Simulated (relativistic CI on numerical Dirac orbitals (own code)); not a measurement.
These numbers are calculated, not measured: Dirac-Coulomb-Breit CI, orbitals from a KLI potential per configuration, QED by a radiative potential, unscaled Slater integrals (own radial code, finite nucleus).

The strongest absorption lines from the ground level of an ion, among the configurations computed and to levels below about 12100 eV (vacuum wavelength in Å, gf): 1.0339 (0.091), 1.0677 (0.26), 1.1727 (0.5), 1.3270 (0.28), 1.3663 (0.61), 1.3717 (0.81), 1.5347 (2.4), 1.6774 (0.15).

Question: Which ion is it?
A. Tb55+
B. Yb60+
C. Nd50+
D. Yb58+

Answer: B. Yb60+ has 10 electrons and the ground level 2s2 2p6 1S_0; the strongest line goes to 2s2 2p5 3d 1P°_1. The pattern of lines fixes the number of electrons, and along that sequence the line energies rise steadily with the charge (about as its square where n changes within one kind of shell, about linearly where n is kept but much faster in heavy ions where fine structure, which grows about as Z⁴, sets the gap, and irregularly where shells cross), which fixes Z. Configurations outside the model, such as inner-shell arrays, can give stronger lines. At this charge energies of transitions that change n are usually good to better than 1 %, and those within a shell (Δn = 0) to a few per cent.

LS names give the leading component of a level, which can be under half, so a name can repeat, a term be missing and a line seem to break the LS rules.
